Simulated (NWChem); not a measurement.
Species: hydronium (H3O cation); SMILES [OH3+]

```xyz
4

O      0.0000     0.0000     0.0788
H      0.6693     0.6693    -0.2074
H      0.2450    -0.9143    -0.2074
H     -0.9143     0.2450    -0.2074
```
Atoms are numbered in this order, from 1.

Structure relaxed at the B3LYP/6-31G* (spherical d) level.

Task: List the 4 lowest vertical singlet excitations from CAM-B3LYP/def2-TZVP, TDA (NWChem).

Result: 
| state | energy (eV) | oscillator strength | leading excitation (squared amplitude) |
|---|---|---|---|
| S1 | 11.30 | 0.041 | HOMO → LUMO (0.99) |
| S2 | 13.62 | 0.017 | HOMO → LUMO+1 (0.98) |
| S3 | 13.62 | 0.017 | HOMO → LUMO+2 (0.98) |
| S4 | 16.55 | 0.198 | HOMO−2 → LUMO (0.99) |
